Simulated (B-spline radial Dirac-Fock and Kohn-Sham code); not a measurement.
# Binding energies of Gd⁹⁺ at several levels of theory

System: gadolinium as Gd⁹⁺ in the configuration [Kr] 4d10 4f5 5s2 5p2.

The density-functional columns are spherical, spin-unpolarised Dirac-Kohn-Sham results without Breit or QED terms: −ε is minus the orbital energy of the initial state and ΔSCF the difference of two total energies. The reference in the last column comes from Dirac-Fock ΔSCF + Breit + QED. All numbers are from a radial B-spline solver, in eV; a selection of levels is shown. For the 1s level of heavy atoms much of the gap between ΔSCF and the reference is the Breit and QED part, -215.7 eV here; for other levels the error of the functional can be larger.

```
level   LDA −ε  LDA ΔSCF  Dirac-Fock
    K  50145.1   50608.7     50406.0
   L1   8401.8    8490.8      8550.8
   L2   7989.4    8100.6      8099.9
   L3   7294.3    7394.9      7412.3
   M1   1978.8    2010.0      2056.1
   M2   1799.4    1832.2      1861.6
   M3   1656.9    1687.9      1718.2
   M4   1345.7    1381.1      1386.9
   M5   1314.6    1349.4      1356.5
   N1    514.2     530.4       553.0
   N2    444.1     460.1       475.1
   N3    411.6     427.2       442.7
   N4    295.5     310.6       313.3
   N5    289.5     304.4       307.4
 N6,7    149.5     163.3       160.1
   O1    175.9     185.1       181.8
 O2,3    148.3     156.7       154.5
```

Values without a named source are computed, but for edge energies of neutral atoms, which are taken from tables.
